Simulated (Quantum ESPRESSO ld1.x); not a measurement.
Q: The mean radii <r> (bohr) of the occupied orbitals of an atom or ion are listed with their occupations. All-electron calculation, scalar-relativistic Kohn-Sham, LDA (Slater exchange, VWN5 correlation), spin-polarised, spherical densities, point nucleus. Program: ld1.x of Quantum ESPRESSO 7.5.

orbital  occ.      <r>
1s          2  0.06974
2s          2   0.3258
2p          6   0.2903
3s          2   0.9762
3p          6    1.027

Name the element and its charge. Open shells, if any, are filled with parallel spins first.

A: Z = 22, titanium, charge +4: Ti4+ in [Ar]. The 1s radius gives Z: for a bare nucleus <r> = (2 gamma + 1)/(2Z) with gamma = sqrt(1 - (Z/c)^2), 0.06759 bohr for Z = 22, and screening makes it slightly larger (0.06974 here). The occupations add up to 18, and the charge is Z minus that.
